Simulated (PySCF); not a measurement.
**Diatomics of Ce with the second period**

PBE0 with double-zeta basis sets in PySCF, for the lowest determinant that a PBE0 search found; no spin–orbit coupling. De refers to high-spin ground-configuration atoms. A positive dipole means M(−)Ce(+).

```tsv
M	basis	state (unpaired electrons)	Re (Å)	ωe (cm⁻¹)	De (eV)	μ (D)
B	x2c-SVPall	sextet (f population 1.2)	2.282	559	3.23	4.05
C	x2c-SVPall	triplet (f population 1.3)	1.873	826	5.11	7.12
N	x2c-SVPall	doublet (f population 1.4)	1.750	980	6.22	7.28
O	x2c-SVPall	triplet (f population 1.4)	1.785	888	8.53	2.98
F	x2c-SVPall	quartet (f population 1.1)	2.008	580	6.88	2.68
```

The shortest bond is that of CeN (1.750 Å), the longest that of CeB (2.282 Å). CeO is bound most strongly (8.53 eV) and CeB least (3.23 eV).

The state changes along the series, so neighbouring rows are not always alike in their bonding.

Spin–orbit coupling is left out, which matters for elements this heavy, above all for dissociation energies. The state is the lowest single determinant that the PBE0 search found; with open d or f shells the true ground state can be another one.
